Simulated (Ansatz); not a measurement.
A series at Sn: from tin tetrachloride, ligands are replaced one by one, each step taking up H₂ and setting free HCl; n counts the steps. Ansatz, PBE0-D4/def2-TZVP geometries.

| n | molecule | HOMO energy, ωB97M-V/def2-TZVPP (eV) |
| --- | --- | --- |
| 0 | `[Cl][Sn]([Cl])([Cl])[Cl]` | -12.05 |
| 1 | `[Cl][SnH]([Cl])[Cl]` | -11.69 |
| 2 | `[Cl][SnH2][Cl]` | ? |
| 3 | `[Cl][SnH3]` | -10.86 |
| 4 | `[SnH4]` | -11.38 |

By hand: fit a straight line y = ȳ + b (n − n̄) to the 4 given rows and predict n = 2.

n̄ = 2.000, ȳ = -11.495; Σ(n − n̄)(y − ȳ) = 2.170, Σ(n − n̄)² = 10.000, so b = 0.217 eV a step. Prediction: -11.495 + (0.217) × (0.000) = -11.49 eV.

By hand: compare with the computed value, -11.15 eV, and give the steps along the whole series.

The line misses by 0.34 eV (computed minus predicted). Steps: 0.36, 0.54, 0.29, -0.52 eV.

The steps change sign along the series, so a line is a poor guide. The highest orbital can change its character along such a series. The miss is 28.6 % of the series' range.
